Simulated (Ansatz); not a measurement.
Ta4, relaxed as a singlet with RKS PBE-D4/def2-SVP in Ansatz, starting from the GFN2-xTB geometry. Force threshold 0.02 eV/Å.

In the def2 sets Ta takes a core potential; there is no spin–orbit coupling. The relaxation made no stability test and no search for a lower SCF solution. The structure comes from a short search, and lower isomers may exist.

Start:

```xyz
4

Ta   -0.905    1.924    1.056
Ta   -0.595   -1.944    1.240
Ta    2.364    0.116   -0.120
Ta   -0.864   -0.096   -2.175
```

(1) Estimate the energy that the relaxation releases and the steps that it takes.

(2) Does the start keep its bonding?

(3) Predict the relaxed structure.

Results:

(1) 1448.8 kJ/mol, in 7 steps; 14 s on 4 threads of Arm Neoverse V1 on a shared host. No frequencies were taken in this run, so the end may be a saddle point.

(2) By distances, no bond broke or formed, bridged metal pairs apart. The bond that changes most is Ta1–Ta3, from 3.92 to 2.57 Å (atoms count from 1). Metal–metal contacts that move far: Ta1–Ta3 3.92 to 2.57 Å.

(3) 
```xyz
4

Ta   -0.575    1.275    0.717
Ta   -0.408   -1.284    0.808
Ta    1.567    0.100   -0.069
Ta   -0.583   -0.090   -1.456
```
Bond lengths (bridged metal pairs left out): 6 × Ta–Ta 2.57 Å.
